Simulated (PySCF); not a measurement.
Mean polarisability (bohr³) of eight compounds of closed-shell metals: PBE beside HF, computed with PySCF for isolated molecules in the bases named; differences from unrounded values. The eight are the first of their class met in an unordered collection, after screening for sound electronic states; none was chosen by its value. Each molecule has one DFT geometry for both levels.

| molecule | basis | HF | PBE | difference |
|---|---|---|---|---|
| CH6AlClGe, SMILES [Al]([GeH3])([CH3])[Cl] | def2-TZVP | 79.1 | 89.4 | 10.3 |
| Al(Cl)(OH)(OSiH3) (AlClH4O2Si), SMILES [Al]([O][SiH3])([OH])[Cl] | def2-TZVP | 56.8 | 67.4 | 10.6 |
| Zn(SMe)(SeH) (CH4SSeZn), SMILES C[S][Zn][SeH] | def2-TZVP | 79.4 | 90.6 | 11.2 |
| AlH7O2Si2, SMILES [OH][Al]([OH])[SiH2][SiH3] | def2-TZVP | 83.6 | 97.6 | 14.0 |
| Al(H)(OMe)2 (C₂H₇AlO₂), SMILES C[O][AlH][O]C | def2-TZVP | 50.6 | 60.1 | 9.4 |
| Al(Cl)(Me)(NCO) (C2H3AlClNO), SMILES [CH3][Al]([Cl])[N]=C=O | def2-TZVP | 61.6 | 70.8 | 9.2 |
| Mg(Et)(OMe) (C₃H₈MgO), SMILES C[CH2][Mg][O]C | def2-TZVP | 59.5 | 72.5 | 13.0 |
| Al(H)(Me)(OEt) (C₃H₉AlO), SMILES [AlH]([CH3])[O]CC | def2-TZVP | 61.7 | 71.5 | 9.7 |

PBE lies below HF in 0 and above it in 8 of the eight; the mean signed difference is 10.9 and the largest 14.0 bohr³.
